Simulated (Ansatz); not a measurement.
Gas-phase electronic energies from Ansatz, PBE0-D4/def2-TZVP geometries. CCSD(T)/CBS adds triple-zeta CCSD(T) − MP2 to the extrapolated MP2 energy (def2 sets, frozen cores). This one scheme is used for every species. One conformer a species, not always the lowest.

`CC(C)[O][AlH2]` + HCl → `CC(C)Cl` + `[OH][AlH2]`  (substitution at a C–O bond)

| species | CCSD(T)/CBS(def2) energy (Eh) |
| --- | --- |
| `CC(C)[O][AlH2]` | -436.80104 |
| HCl | -460.38127 |
| `CC(C)Cl` | -578.16231 |
| `[OH][AlH2]` | -319.03157 |

(1) Work out ΔE.

Largest T1 diagnostic among the species: 0.012.

## Answers

(1) ΔE = (-578.16231) + (-319.03157) − (-436.80104) − (-460.38127) = -0.01157 Eh = -7.3 kcal/mol.

Leaving LDA and LC-ωPBE aside and taking each functional with its dispersion term where it has one, the values, not all of them listed here, spread over 2.1 kcal/mol, from PBE-QIDH to CAM-B3LYP-D4. LDA lies +2.3 kcal/mol from PBE without D4. The D4 term adds +1.0 kcal/mol with B3LYP and +0.6 kcal/mol with PBE0; it sums over pairs of atoms, weighted by their polarisabilities, and B3LYP, whose exchange is more repulsive, gets the larger term. From BLYP to BHLYP (50 % exact exchange), in def2-TZVPP and without D4, ΔE moves by +1.0 kcal/mol.

B3LYP here is the variant with VWN-RPA as its local correlation; programs differ in this.
